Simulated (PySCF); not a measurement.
SMILES F[Si](F)(F)CCl, singlet, PBE0/def2-SVP optimised geometry.

```
8

F     -0.40    -1.56    -1.26
Si     0.10    -0.71     0.00
F      1.70    -0.71     0.00
F     -0.39    -1.48     1.32
C     -0.60     1.00     0.00
Cl    -0.08     1.89    -1.46
H     -1.70     0.98     0.03
H     -0.25     1.56     0.89
```

Density from PBE0/def2-TZVP (PySCF) at that geometry.

Minimum of the electron density along straight lines between bonded atoms, close to the bond critical point (lines longer than 1.1 times the sum of covalent radii, or with two minima, are not listed):

```csv
bond,length / Å,ρ at the minimum / e bohr⁻³,∇²ρ there / e bohr⁻⁵,position (fraction from the first atom)
F1–Si2,1.598,0.142,0.98,0.58
Si2–F3,1.598,0.142,0.98,0.42
Si2–F4,1.602,0.140,0.98,0.42
Si2–C5,1.852,0.133,(withheld),0.39
C5–Cl6,1.784,(withheld),(withheld),0.42
C5–H7,1.100,0.274,-0.93,0.65
C5–H8,1.100,0.274,-0.93,0.65
```

Problem. What belongs in the gaps?

Solution. 
- Si2–C5, ∇²ρ there / e bohr⁻⁵: 0.17
- C5–Cl6, ρ at the minimum / e bohr⁻³: 0.182
- C5–Cl6, ∇²ρ there / e bohr⁻⁵: -0.24
